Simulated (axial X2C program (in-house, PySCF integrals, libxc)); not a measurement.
# OsP: properties at the nuclei

Computed with an in-house all-electron X2C program for linear molecules (integrals from PySCF): two-component X2C with atomic mean-field Coulomb and Gaunt terms, Gaussian nuclei, basis Os dyall-cv3z, P dyall-v3z with contracted cores.

R = 2.015 Å (near the PBE0 minimum at charge 0 of the determinant lowest at the starting distance; the state shown can have its own minimum elsewhere).

Input and command:
```json
{"zs": [76, 15], "q": 0, "bas": ["dyall-cv3z", "dyall-v3z"], "r0": 2.18, "levels": ["PBE0", "HF", "PBE50", "TPSSh", "LDA"], "nst": 3}
```
```bash
python soeom.py task.json out
```

Keys: zs atomic numbers; q charge; bas basis sets; r0 starting distance in Å; levels methods; nst determinants followed.

Determinant lowest in the PBE0 search, Ω = 5/2 (⟨Sz⟩ = 0.55, ⟨Lz⟩ = 1.95 at PBE0), spin on the atoms Os 0.76, P -0.21:

```tsv
level	Eeff magnitude (GV/cm)	Ws magnitude Os (kHz)	A∥/gI Os (MHz)	qzz Os (a.u.)	A∥/gI P (MHz)	qzz P (a.u.)	μ (D)
PBE0	14	6.23	729	3.40	9.57	-1.45	-1.14
HF	65	29.1	604	1.79	2.61	-1.72	-2.02
PBE50	13.8	5.8	784	2.90	19.5	-1.58	-1.68
TPSSh	10.6	4.74	680	3.28	6.24	-1.39	-1.08
LDA	5.38	2.57	634	3.77	4.66	-1.35	-0.38
```

Eeff is the effective electric field on the electron electric dipole moment in this Ω state and Ws the scalar–pseudoscalar constant of the nucleus named (defined with the proton number Z and per Ω); A∥ (defined per Ω) follows by multiplying with gI = μI/(I μN); qzz is the electric field gradient, eQq0 = 234.96 MHz × Q/barn × qzz; μ is positive if the P end (last atom) is positive. The operators were transformed with the bare-nucleus X2C matrices; with these basis sets, hyperfine constants and field gradients can be off by tens of per cent, and where levels differ in sign neither size nor sign is settled.

(1) With gI(189Os) = 0.4400 (g factors from the IAEA table of nuclear moments by Stone), turn the PBE0 values of the first state into constants in MHz.

Each state is one determinant with collinear spin. Unrestricted Hartree–Fock can overshoot spin polarisation at the nuclei. In the state Ω = 5/2 the sign of Eeff differs between levels (HF against PBE0). Where Eeff spreads by more than a factor of two the levels disagree and none is to be relied on. The search compared states at one distance, so a state with another bond length can lie lower. The sign of Ws at Os differs between levels in the first state. Further determinants of the search, some of them spin-mixed, are not shown. Where a field gradient or hyperfine factor spreads by more than a factor of two over the levels, a constant derived from it is not to be relied on.

Answers

(1) A∥(189Os) = 729 × 0.4400 = 321 MHz.
